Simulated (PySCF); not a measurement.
This PySCF input asks for the NMR shieldings of `CSC1=CC(=O)[C@]1(C)O[SiH3]`, C$_{6}$H$_{10}$O$_{2}$SSi; the geometry comes from GFN2-xTB.

```python
import basis_set_exchange as bse
import numpy as np
from pyscf import gto, dft
from pyscf.prop import nmr

atoms = """
C     2.518549    0.053528    1.103524
S     2.584980   -0.556536   -0.611759
C     0.927783   -0.645459   -0.995077
C     0.243619   -0.952401   -2.133206
C    -1.027584   -0.563800   -1.560812
O    -2.152575   -0.349013   -1.928031
C    -0.333432   -0.315892   -0.189804
C    -0.713897   -1.321894    0.887263
O    -0.397680    0.984096    0.290536
Si   -1.619715    2.057029    0.130878
H     3.481857    0.508645    1.309062
H     2.350684   -0.781664    1.776495
H     1.724034    0.787698    1.182402
H     0.546048   -1.304779   -3.100329
H    -1.780274   -1.230810    1.082268
H    -0.175193   -1.116070    1.809754
H    -0.498133   -2.334164    0.554156
H    -1.029664    3.093521    0.970222
H    -2.863193    1.516992    0.673786
H    -1.791364    2.481652   -1.254365
"""
names = dict.fromkeys(["C", "S", "O", "Si", "H"], "pcSseg-1")
basis = {el: gto.basis.parse(bse.get_basis(n, elements=[el], fmt="nwchem")) for el, n in names.items()}
mol = gto.M(atom=atoms, basis=basis, charge=0, verbose=0)
mf = dft.RKS(mol, xc="PBE0")
mf.grids.level = 2
mf.grids.alignment = dft.numint.BLKSIZE   # the property module wants whole blocks of grid points
mf.conv_tol = 1e-9
mf.kernel()

calc = nmr.RKS(mf)   # GIAO
C = mf.mo_coeff
Co = C[:, mf.mo_occ > 0]
resp = mf.gen_response(singlet=True, hermi=2)
def vind(x):   # induced exchange potential for any number of trial vectors
    d = np.einsum("pi,xij,qj->xpq", C, 2 * x.reshape(-1, C.shape[1], Co.shape[1]), Co, optimize=True)
    return np.einsum("xpq,pi,qj->xij", resp(d - d.transpose(0, 2, 1)), C, Co, optimize=True).ravel()
mo1, _ = nmr.rhf.solve_mo1(calc, with_cphf=vind)
sigma = calc.kernel(mo1)
for i, s in enumerate(sigma):   # ppm
    print("%2d %-2s %9.2f" % (i, mol.atom_pure_symbol(i), np.trace(s) / 3))
```

**Question.** What does it print?

**Answer.** 
```
 0 C     168.70
 1 S     461.18
 2 C      -9.15
 3 C      52.60
 4 C      -2.65
 5 O    -169.06
 6 C      88.51
 7 C     162.53
 8 O     280.22
 9 Si    386.86
10 H      29.68
11 H      29.03
12 H      27.78
13 H      25.82
14 H      29.55
15 H      30.16
16 H      30.58
17 H      26.94
18 H      26.63
19 H      26.78
```

These numbers come from an equivalent density-fitted implementation of the same equations, which agrees with the script to about 0.01 ppm for H and up to a few tenths of a ppm for heavy atoms, so last digits may differ.

**Question.** Turn these shieldings into chemical shifts. Referencing at the same level of theory: ¹³C (σ = 186.93 ppm) and ²⁹Si (σ = 349.16 ppm) and ¹H (σ = 31.72 ppm) against TMS; ³³S (σ = 503.73 ppm) vs CS2; ¹⁷O (σ = 336.08 ppm) against H2O.

**Answer.** Averaging equivalent atoms: C 2: 196.1; C 4: 189.6; C 3: 134.3; C 6: 98.4; C 7: 24.4; C 0: 18.2; S 1: 43; O 5: 505.1; O 8: 55.9; Si 9: -37.7; H 13: 5.90; H 17/18/19: 4.93; H 10/11/12: 2.89; H 14/15/16: 1.62 ppm. Unscaled 17O shifts of doubly bonded oxygen tend to come out too high, by tens of ppm or more. Experimental scales use liquid or dissolved standards, which lie at an offset from isolated H2O (liquid H2O: subtract about 36 ppm).

Size and cost of the density-fitted run: 234 basis functions, 78 s wall time on 1 thread of an Arm Neoverse V1, shared host; peak memory 1.1 GiB.
